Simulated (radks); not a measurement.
All-electron atom: the iridium ion Ir5+ in [Xe] 4f14 5d4. Calculated with a radial shooting solver on a logarithmic mesh with Libxc functionals: scalar-relativistic Kohn-Sham, SCAN, spin-polarised, spherical densities, finite nucleus; open shells are filled with parallel spins first (spin-orbit coupling, left out, can overturn this in heavy ions); meta-GGA in the generalised Kohn-Sham scheme; Fermi nuclear charge, rms radius 5.4032 fm.

Radial electron density D(r) = 4 pi r^2 rho(r):

r (bohr),D(r) (e/bohr),spin D(r)
0.001359,14.48,-0.000179
0.001569,17.79,-0.000219
0.001812,21.74,-0.000266
0.002109,26.70,-0.000325
0.002436,32.20,-0.000390
0.002813,38.53,-0.000464
0.003249,45.69,-0.000547
0.003783,54.08,-0.000643
0.004368,62.66,-0.000740
0.005045,71.60,-0.000842
0.005873,81.02,-0.000952
0.006783,89.41,-0.00105
0.007834,96.69,-0.00116
0.00912,102.5,-0.00127
0.01053,105.6,-0.00139
0.01216,106.2,-0.00152
0.01416,104.1,-0.00170
0.01635,100.5,-0.00186
0.01889,96.58,-0.00193
0.02199,94.19,-0.00160
0.02539,95.58,-0.000285
0.02932,101.8,0.00315
0.03414,113.2,0.0112
0.03943,126.4,0.0259
0.04553,137.9,0.0515
0.05301,143.5,0.0941
0.06122,139.9,0.151
0.0707,129.3,0.222
0.08165,117.2,0.297
0.09505,110.7,0.358
0.1098,114.7,0.371
0.1268,125.1,0.318
0.1476,132.5,0.190
0.1704,126.4,0.0440
0.1968,106.9,-0.0435
0.2292,83.21,0.0241
0.2647,71.02,0.252
0.3056,73.02,0.546
0.3558,81.79,0.732
0.4109,83.68,0.623
0.4746,73.63,0.282
0.5525,54.98,-0.0466
0.6381,38.43,0.0400
0.7369,27.64,0.644
0.8578,21.62,1.76
0.9907,18.02,2.89
1.144,14.36,3.62
1.332,10.03,3.62
1.538,6.222,2.97
1.777,3.381,2.03
2.052,1.597,1.16
2.388,0.6090,0.506
2.758,0.2019,0.183
3.186,0.05335,0.0508
3.709,0.009704,0.00951
4.283,0.001376,0.00137
4.946,0.0001326,0.000132

D(r) has 4 maxima, at r = 0.0117, 0.0539, 0.150, 0.392 bohr, and minima at 0.0225, 0.0966, 0.278 bohr, inside which lie 1.89, 11.04, 29.99 electrons.
